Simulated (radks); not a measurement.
Values are calculated unless marked as measured or tabulated.
Problem. Species: Dy XXXIV. Configuration: [Ar] 3d10 4s2 4p3 (the NIST ground configuration). Code: a radial shooting solver on a logarithmic mesh with Libxc functionals. Model: Dirac Kohn-Sham, relativistic LDA (MacDonald-Vosko exchange, VWN5 correlation), spin-unpolarised, spherical densities, finite nucleus; open shells fill j = l - 1/2 first; Fermi nuclear charge, rms radius 5.2218 fm. Some entries of the table are withheld. Estimate them.

| orbital | occ. | eigenvalue (hartree) | <1/r> (bohr^-1) |
|---|---|---|---|
| 1s1/2 | 2 | -2004.735 | 74.23 |
| 2s1/2 | 2 | -373.8386 | 17.82 |
| 2p1/2 | 2 | -358.4123 | (1) |
| 2p3/2 | 4 | -329.2752 | (2) |
| 3s1/2 | 2 | -118.2124 | 6.601 |
| 3p1/2 | 2 | -111.5045 | (3) |
| 3p3/2 | 4 | -105.2529 | (4) |
| 3d3/2 | 4 | -93.80842 | 5.853 |
| 3d5/2 | 6 | -92.41749 | 5.714 |
| 4s1/2 | 2 | (5) | 3.137 |
| 4p1/2 | 2 | -51.49801 | 3.072 |
| 4p3/2 | 1 | -49.55883 | 2.890 |

Solution. 
(1) 2p1/2 <1/r> (bohr^-1): 17.79
(2) 2p3/2 <1/r> (bohr^-1): 15.60
(3) 3p1/2 <1/r> (bohr^-1): 6.524
(4) 3p3/2 <1/r> (bohr^-1): 5.966
(5) 4s1/2 eigenvalue (hartree): -54.29691
